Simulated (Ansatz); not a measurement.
The lowest doublet and quartet of HSi (SMILES [SiH]); geometries from B3LYP-D3(BJ)/def2-TZVP, each state relaxed from the structure named, with no frequency check.
Doublet (charge 0, multiplicity 2):
```xyz
2

Si     0.000     0.000    -0.102
H      0.000     0.000     1.428
```

A positive gap puts the quartet lower; no zero-point energy. U- takes an unrestricted doublet. The quartet is unrestricted in single-reference levels. Active spaces average the two states.

Frozen-core correlation.

The values were computed with Ansatz (Gaussian basis) for Hartree–Fock, density functionals and correlated methods. Values without a source in brackets are computed.

**Question.** What gap E(doublet) − E(quartet), vertical, at the doublet's geometry does U-CCSDT/cc-pV(Q+d)Z give?

**Answer.** -1.68 eV

**Question.** Predict the gap E(doublet) − E(quartet), vertical, at the doublet's geometry from U-PBE0/def2-TZVPP.

**Answer.** -1.57 eV

**Question.** Predict the gap E(doublet) − E(quartet), vertical, at the doublet's geometry from FIC-NEVPT4(SD) on SA-CASSCF(5,5)/cc-pV(Q+d)Z.

**Answer.** -1.74 eV

Ansatz is an electronic-structure program.
